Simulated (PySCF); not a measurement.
**TeSI₂ at several levels of theory**

All levels use the PBE0 minimum (singlet; Te–I 2.787 Å (×2), Te–S 2.222 Å; I–Te–I 97.8°, I–Te–S 107.5° (×2)), basis [Te def2-SVP with ECP28, S def2-SVP, I def2-SVP with ECP28], scalar-relativistic core potentials, density fitting, no spin–orbit coupling, PySCF. For vertical energies the ionised species is a doublet (spins chosen at PBE0 and kept) and the electron-attached one a doublet. Atomisation goes to high-spin ground-configuration atoms, without zero-point energy. Open shells are unrestricted, also as the reference of the correlated levels. A dash marks a value that was not computed or is not defined at that level.

```xyz
4
charge 0 multiplicity 1, angstrom
Te   -0.6009    0.7680   -0.3962
S    -2.2913   -0.1462   -1.5107
I    -0.5598   -0.3745    2.1458
I     1.7517   -0.3745   -1.3600
```

```
  level  atomisation (kJ/mol)  vertical IP (eV)  vertical EA (eV)  −ε(HOMO) (eV)  gap (eV)  dipole (D)
   PBE0                   623              9.07              2.09           7.43      3.63        1.93
     HF                   143              7.84              1.77           9.42      8.40        2.52
    MP2                     –              8.94              1.62              –         –           –
    PBE                   709              8.91              1.82           6.45      2.18        1.73
  B3LYP                   591              8.99              1.97           7.14      3.28        1.89
 r2SCAN                     –              9.14              2.04           6.77      2.39        1.86
  TPSSh                   643              9.06              2.00           6.95      2.83        1.88
r2SCANh                     –              9.15              2.12           7.10      2.93        1.91
    M06                     –              8.95              1.84           7.21      3.69        2.03
```

Without diffuse functions attachment energies tend to come out too low.
